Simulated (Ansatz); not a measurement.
Reaction (SMILES): [S]F (F-S) → F atom + S atom
B3LYP-D3(BJ)/def2-TZVP geometries, fixed; electronic energies without zero-point terms.

Basis-set convergence of the atomisation energy at MP2 with Ansatz (a program for electronic structure). Cartesian d functions, on some or all atoms, in 6-31G**, 6-31+G*, 6-311G**, 6-311+G**; all else is spherical. Cores are frozen. Open shells are unrestricted. No added dispersion term, no relativity. Functions are those of the species that has most. Reference: Hartree-Fock in aug-cc-pV(Q+d)Z plus the correlation part extrapolated as X^-3 from aug-cc-pV(T+d)Z and aug-cc-pV(Q+d)Z, 90.28 kcal/mol, itself unsure by roughly 0.70 kcal/mol (a third of the extrapolation step and of the last Hartree-Fock step).

```tsv
basis	functions	atomisation energy (kcal/mol)
3-21G	22	[?]
6-31G	22	[?]
def2-SVP	32	70.90
pcseg-1	32	69.64
6-31G**	34	73.81
cc-pV(D+d)Z	37	67.50
6-31+G*	42	[?]
6-311G**	45	67.03
6-311+G**	53	69.85
6-311++G(2d,2p)	62	76.50
pcseg-2	64	85.05
6-311++G(3df,3pd)	86	84.48
aug-pcseg-2	96	[?]
aug-cc-pV(T+d)Z	101	86.17
pcseg-3	124	88.64
def2-QZVPPD	145	87.74
aug-cc-pV(Q+d)Z	169	88.80
cc-pV(5+d)Z	191	89.05
```

Problem. What belongs in the gaps?

Solution. 
- 3-21G, atomisation energy (kcal/mol): 43.76
- 6-31G, atomisation energy (kcal/mol): 40.16
- 6-31+G*, atomisation energy (kcal/mol): 76.27
- aug-pcseg-2, atomisation energy (kcal/mol): 86.76
